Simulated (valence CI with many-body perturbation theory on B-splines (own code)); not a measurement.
## Gd⁵⁶⁺: one-electron terms

Calculated by configuration interaction combined with many-body perturbation theory (CI+MBPT): six valence electrons over a frozen Dirac-Fock core [He], a basis of 9 s, 9 p, 8 d, 6 f, 3 g, 1 h functions for each j, with the one-electron correlation potential Σ1 (screened to all orders), the two-electron term Σ2, the three-electron term Σ3, Breit, model QED; selected single and double excitations, second order for the rest, scaled by the run's own slope (own B-spline code, finite nucleus).

No measured spectrum was set against this ion. As an estimate, large intervals hold to a few tenths of a per cent, small ones and those within an open d or f shell to about a per cent. Among the levels kept, up to 2100 cm⁻¹ of a level comes from second order outside the variational space, and about a tenth of that is noise between levels of different J, which matters for small intervals.

These are the spectroscopic orbitals of the CI (the correlating ones are not listed), shaped by the core and the other valence electrons. h is the expectation value of the core's Dirac-Fock operator, without the valence repulsion; Σ1 is computed up to l = 3 at one energy for each symmetry, that of its lowest orbital but kept below the first core excitation, so for empty shells it is not the orbital's own correlation shift; Breit and QED include the response of the core, and the two lowest orbitals of each symmetry also the frequency dependence of Breit exchange, which makes a step in that column.

```
Orbital  h (hartree)  Σ1 (cm⁻¹)  Breit (cm⁻¹)  QED (cm⁻¹)  ⟨r⟩ (bohr)
  2s1/2      -523.18      -1420         75258       87698     0.09012
  3s1/2      -227.61       -344         20387       24684      0.2120
  4s1/2      -126.19       -134          8035       10016      0.3873
  5s1/2      -79.986      -65.9          4001        5018      0.6147
  2p1/2       -517.4      -3788        150509        1498     0.07504
  3p1/2      -225.92       -844         39488         140      0.1985
  4p1/2      -125.48       -322         15578        37.9      0.3752
  5p1/2      -79.623       -158          7740        15.6      0.6041
  2p3/2      -488.13      -2585         53181       10516     0.08136
  3p3/2      -217.25       -581         14415        2721      0.2075
  4p3/2      -121.85       -223          6727        1091      0.3871
  5p3/2      -77.777       -110          3376         546      0.6189
  3d3/2      -216.45       -256          1333        -231      0.1765
  4d3/2      -121.51       -110           729       -58.9      0.3575
  5d3/2      -77.603      -56.9           365       -22.4      0.5907
  3d5/2      -213.95       -225           436         829      0.1794
  4d5/2      -120.45      -96.1           238         383      0.3611
  5d5/2      -77.061      -49.5           113         203      0.5951
  4f5/2      -120.27      -19.7           7.0        -114      0.3118
  5f5/2      -76.975      -11.2           5.8       -56.1      0.5465
  4f7/2      -119.76      -18.7           2.0         101      0.3136
  5f7/2      -76.715      -10.6           1.7        54.5      0.5487
  5g7/2      -76.688                      0.0       -36.2      0.4794
  5g9/2      -76.534                      0.0        29.0      0.4808
```

Among the shells of the start configuration 2s2 2p4, Σ1 is largest in size for 2p1/2, where it is 0.0033 % of h.

Lowest root of each symmetry, sizes in configuration state functions:

```tsv
J	Parity	Roots	Reference	Variational	Second order	Change by selected CI (cm⁻¹)	Change by second order (cm⁻¹)
0	even	8	34	57574	144014	-49432	-1
1	even	11	75	59999	483509	-45347	-337
2	even	12	83	59994	604344	-47323	-375
3	even	6	56	59855	480576	-47760	-763
4	even	2	26	55142	262262	-54297	-291
5	even	1	9	42522	80106	-48681	-56
0	odd	7	30	59999	156835	-52333	-3
1	odd	15	74	60000	527791	-58555	-551
2	odd	13	74	59950	772572	-52329	-1195
3	odd	9	47	59985	1047222	-50239	-1224
4	odd	5	20	57200	611535	-49329	-630
5	odd	2	3	52886	495672	-56395	-194
```
